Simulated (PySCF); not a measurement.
**What builds the third ionisation energy along the second row**

All values are computed (PySCF 2.14, energy differences of UHF-based or UKS calculations, no spin-orbit coupling). Each column adds one step, in eV (sums use unrounded values): valence MP2, valence CCSD, valence triples, then the next inner shell at CCSD(T) (C 1s, N 1s, O 1s, F 1s, Ne 1s). References (NIST) marked * lie between the lowest fine-structure levels; the others compare directly ((s) semi-empirical, (t) theoretical).

```
                                                     element     UHF  + MP2  + CCSD  + (T)  + inner shell     sum     reference
         C [He] 2s2 → [He] 2s1 (ANO-RCC-VTZP, spin-free X2C)  45.803  1.176   0.826  0.000          0.002  47.806        47.888
 O [He] 2s2 2p2 → [He] 2s2 2p1 (ANO-RCC-VTZP, spin-free X2C)  54.596  0.347  -0.222  0.010          0.017  54.748  54.936 (s) *
 F [He] 2s2 2p3 → [He] 2s2 2p2 (ANO-RCC-VTZP, spin-free X2C)  62.221  0.563  -0.222  0.002          0.015  62.578  62.708 (s) *
Ne [He] 2s2 2p4 → [He] 2s2 2p3 (ANO-RCC-VTZP, spin-free X2C)  61.849  1.180   0.039  0.016          0.016  63.100      63.423 *
```

Task: Estimate the missing row, N [He] 2s2 2p1 → [He] 2s2 (ANO-RCC-VTZP, spin-free X2C).

Result: The calculation gives UHF 47.310; + MP2 0.185; + CCSD -0.246; + (T) 0.029; + inner shell 0.029; sum 47.306. The reference value is 47.445 (s) *.

What remains against the references is mostly basis incompleteness and, for starred values, spin-orbit coupling.

These are valence bases, so the inner-shell step is incomplete.
